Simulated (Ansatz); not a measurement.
Mulliken charges of FH₄O₃Si₂, SMILES `O[Si](O)(F)O[SiH2]` radical from ωB97M-V/def2-TZVPP in Ansatz (PBE0-D4/def2-TZVP geometry).

```json
{"atom": "O1", "x (Å)": "-1.745", "y (Å)": "0.056", "z (Å)": "0.547", "charge (e)": "-0.367"}
{"atom": "Si2", "x (Å)": "-0.238", "y (Å)": "-0.513", "z (Å)": "0.692", "charge (e)": "0.815"}
{"atom": "O3", "x (Å)": "0.485", "y (Å)": "0.221", "z (Å)": "1.945", "charge (e)": "-0.369"}
{"atom": "F4", "x (Å)": "-0.231", "y (Å)": "-2.077", "z (Å)": "0.963", "charge (e)": "-0.301"}
{"atom": "O5", "x (Å)": "0.523", "y (Å)": "-0.283", "z (Å)": "-0.708", "charge (e)": "-0.329"}
{"atom": "Si6", "x (Å)": "0.421", "y (Å)": "0.406", "z (Å)": "-2.198", "charge (e)": "0.214"}
{"atom": "H7", "x (Å)": "-2.259", "y (Å)": "0.193", "z (Å)": "1.343", "charge (e)": "0.188"}
{"atom": "H8", "x (Å)": "1.289", "y (Å)": "-0.161", "z (Å)": "2.298", "charge (e)": "0.188"}
{"atom": "H9", "x (Å)": "-0.023", "y (Å)": "1.824", "z (Å)": "-2.074", "charge (e)": "-0.019"}
{"atom": "H10", "x (Å)": "1.778", "y (Å)": "0.333", "z (Å)": "-2.807", "charge (e)": "-0.020"}
```

**Question.** By hand: the dipole of these point charges (1 e Å = 4.8032 D).

**Answer.** Σ q r = (0.038, 0.250, -0.102) e Å, of length 0.273 e Å = 1.31 D.

**Question.** How does the dipole of the full density compare? (An estimate is asked.)

**Answer.** The calculation gave: (0.058, 0.104, 0.246) e Å, 1.31 D; the point charges give 1.00 times that, at 88° from its direction.

Point charges leave out the atoms' own dipoles, such as those of lone pairs, and Mulliken's split depends on the basis, so the two needn't agree.
